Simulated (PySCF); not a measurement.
Computed spin Hamiltonian

Compound: C5H5O2S (doublet state).
Numbering: `[CH3:1][S:2][C:3]1=[CH:4][CH:5][C:6](=[O:7])[O:8]1` (hydrogens: H9, H10, H11 on C1; H12 on C4; H13 on C5)

Structure used (GFN2-xTB), in Å, numbered top down from 1:
```
atom  x, y, z in Å
C1     2.470    0.529   -0.168
S2     1.645   -1.060    0.119
C3     0.001   -0.560    0.090
C4    -1.148   -1.331    0.256
C5    -2.219   -0.469    0.148
C6    -1.706    0.849   -0.087
O7    -2.229    1.925   -0.248
O8    -0.296    0.730   -0.113
H9     2.152    0.928   -1.126
H10    3.536    0.328   -0.170
H11    2.210    1.216    0.632
H12   -1.158   -2.388    0.431
H13   -3.262   -0.697    0.219
```

The hyperfine couplings belong to this conformer and change with its torsions.

Method used: UKS B3LYP, pcH-1 on C H O S, non-relativistic, mean-field spin-orbit, GIAO (PySCF 2.14.0). Geometry: GFN2-xTB, one conformer, isolated molecule. A GFN2-xTB geometry isn't a minimum of the functional, and hyperfine couplings can be far from their values at a DFT geometry. No stability test was run, so a lower SCF solution isn't excluded.

* g1, g2, g3: 2.00200, 2.00483, 2.00588
* g_iso: 2.00423
* Form of g: rhombic: the two nearest values differ by 27 % of g3 − g1
* ⟨S²⟩: 0.7610 (exact 0.7500)
* HOMO–LUMO gap, α and β orbitals: 5.16, 4.30 eV
* Total energy: -742.16978 Eh

Isotropic coupling and dipolar principal values T1 to T3, in MHz:

```tsv
atom	isotope	a_iso	of which spin–orbit	T1	T2	T3	Mulliken spin population
C1	13C	-2.7	0.0	-0.2	-0.1	0.3	-0.01
S2	33S	6.1	-0.3	-16.6	-13.6	30.2	0.13
C3	13C	37.6	0.2	-35.2	-32.9	68.1	0.33
C4	13C	-19.1	0.0	-0.3	-0.1	0.3	-0.05
C5	13C	25.6	-0.1	-29.6	-28.7	58.3	0.36
C6	13C	-20.8	0.0	-4.3	0.8	3.5	0.01
O7	17O	-17.6	-0.1	-76.5	37.7	38.8	0.24
O8	17O	3.1	0.0	-3.8	1.6	2.2	-0.01
H9	1H	11.2	0.0	-1.7	-0.7	2.4	0.00
H10	1H	-0.9	0.0	-1.2	-1.1	2.3	0.00
H11	1H	11.2	0.0	-1.7	-0.7	2.4	0.00
H12	1H	-1.0	0.0	-3.2	-1.9	5.1	0.00
H13	1H	-25.7	0.0	-14.5	-1.4	15.9	-0.02
```

The Mulliken spin populations are largest on C5 (+0.36), C3 (+0.33), O7 (+0.24) and S2 (+0.13). Three atoms exceed +0.15.

The SMILES `CSC1=C[CH]C(=O)O1` draws the unpaired electron on C5, whose computed spin population is only +0.36.

Axes: g3 points within 15° of the S2–C3 bond.

Under fast tumbling the dipolar parts average out, and these isotropic splittings remain: 1 × 1H (H13, I = 1/2, 2 lines) with 0.92 mT, 3 × 1H (H9/H10/H11, I = 1/2, 4 lines) with 0.26 mT and 1 × 1H (H12, I = 1/2, 2 lines) with 0.04 mT.

Means are taken over nuclei equivalent by connectivity, which assumes that they swap fast. The three 1H nuclei of mean +7.2 MHz run from -0.9 to 11.2 MHz in the frozen geometry.

The 17O coupling of O7 (-17.6 MHz) shows only in satellite lines or after enrichment, since that isotope makes up about 0.038 % of natural oxygen.

The 13C coupling of C3 (37.6 MHz) shows only in satellite lines or after enrichment, since that isotope makes up about 1.07 % of natural carbon.
